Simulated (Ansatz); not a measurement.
Basis-set extrapolation for C2H8BNS (`CCB(N)S`) (PBE0-D4/def2-TZVP geometry, frozen core, Ansatz 0.2.0). Multiplicity 1, RHF reference.

|  | def2-TZVPP | def2-QZVPP |
| --- | --- | --- |
| HF | -557.222038 | -557.240822 |
| MP2 correlation | -0.846688 | -0.906126 |
| CCSD(T) correlation | -0.938162 | not run |

Energies in hartree. Use E(X) = E(∞) + A·exp(−7.88·√X) for Hartree–Fock and E(X) = E(∞) + B·X^(−2.97) for correlation, with X = 3 and 4, and add CCSD(T) minus MP2 of the smaller set to the MP2 limit.

Task: What is the CCSD(T) energy at the basis-set limit?

Result: HF limit: -557.240822 + (-0.018784) × 0.13774 = -557.24341. MP2 limit: -0.906126 + (-0.059438) × 0.74074 = -0.95015. Higher-order term: -0.938162 − (-0.846688) = -0.09147. Total: -558.28503 hartree, 327.7 kJ/mol below CCSD(T)/def2-TZVPP.
